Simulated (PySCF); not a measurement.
# C₆ coefficients of unlike pairs at PBEsol

Calculated with PySCF 2.14 from the dipole response of each species, C₆(A,B) = (3/π) ∫ α_A(iu) α_B(iu) du, in atomic units, from isotropic polarisabilities. For ions this is the dispersion term alone; charge-induced terms of lower order in 1/R come first.

```tsv
species	configuration	basis	relativity	α (bohr³)	C₆ (like pair)
Zn²⁺	[Ar] 3d10 (1S)	x2c-TZVPPall with one added diffuse shell each of s, p, d, f type (7s6p5d3f1g)	spin-free X2C	3.002	8.174
Cl	[Ne] 3s2 3p5 (2P)	dyall-acv3z (19s12p6d4f)	spin-free X2C	15.32	98.49
Ne³⁺	[He] 2s2 2p3 (4S)	x2c-QZVPPall with one added diffuse shell each of s, p, d, f type (8s5p4d3f1g)	spin-free X2C	0.6855	0.6083
Mo	[Kr] 4d5 5s1 (7S)	def2-QZVPPD with the def2 core potential (28 electrons) (7s5p4d3f2g)	core potential	67.53	657.8
```

(1) Estimate C₆ for Cl with Zn²⁺.

No spin-orbit coupling is included.

The other pairs:

```csv
pair,C₆
"Ne³⁺, Zn²⁺",2.210
"Mo, Zn²⁺",56.89
"Mo, Ne³⁺",14.10
"Mo, Cl",235.0
"Ne³⁺, Cl",6.622
```

## Answers

(1) The integral gives 25.98. The combination rule 2 C_A C_B / (C_A α_B/α_A + C_B α_A/α_B) gives 26.39 and the geometric mean 28.37.
